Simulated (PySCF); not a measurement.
C8H10Se.
SMILES: `C[Se]c1ccc(C)cc1`

Torsions of this conformer, `[CH3:1][Se:2][c:3]1[cH:4][cH:5][c:6]([CH3:7])[cH:8][cH:9]1`: C1–Se2–C3–C4 -176°.

The closed-shell ground state was solved at several levels (PySCF, density fitting, gas phase). The structure is a single PBE0-D3(BJ)/def2-SVP conformer in the gas phase; no vibrational or solvent corrections. The calculation is non-relativistic and has no spin–orbit coupling, an omission that weighs most on selenium.

```tsv
level	basis functions	total energy (Eh)	HOMO (eV)	LUMO (eV)	gap (eV)	dipole (D)
CAM-B3LYP/def2-SVPD	281	-2711.8570	-6.95	0.71	7.66	1.40
PBE0/pcSseg-1	227	-2711.4684	-5.78	-0.27	5.51	1.36
```

Problem. What might PBE/pcSseg-1 (227 basis functions) give for the same quantities?

Solution. Total energy -2711.3683 Eh, HOMO -4.79 eV, LUMO -1.15 eV, gap 3.64 eV, dipole 1.23 D.

Problem. Over all these levels, which gives the widest orbital gap and which the narrowest?

Solution. CAM-B3LYP/def2-SVPD (range-separated hybrid) has the widest, 7.66 eV, and PBE/pcSseg-1 (GGA) the narrowest, 3.64 eV. Functional and basis both differ between the two, so the spread mixes both effects.

Problem. How far do the dipole and the HOMO energy spread over the levels?

Solution. The dipole runs from 1.23 to 1.40 D (mean 1.33 D) and the HOMO from -6.95 to -4.79 eV.
